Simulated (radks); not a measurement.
Valence configurations of the fluorine ion F+ (all share [He]). Calculated with a radial shooting solver on a logarithmic mesh with Libxc functionals: non-relativistic Kohn-Sham, PBE, spin-polarised, spherical densities, point nucleus; open shells are filled with parallel spins first. Energies are relative to 2s2 2p4; eigenvalues in eV for spin up.

valence      E (eV)  moment (Bohr magnetons)    e(2p)    e(2s)
2s2 2p4       0.000                        2  -29.916  -48.881
2s1.5 2p4.5   9.466                        2  -30.027  -49.081
2s1 2p5      18.903                        2  -30.136  -49.278
2s0.5 2p5.5  29.972                        1  -29.423  -48.540
2p6          40.020                        0  -28.565        -

NIST lists [He] 2s2 2p4 as the ground configuration; this level of theory agrees among the configurations tried. The energies are those of spherical high-spin densities, not of single terms.
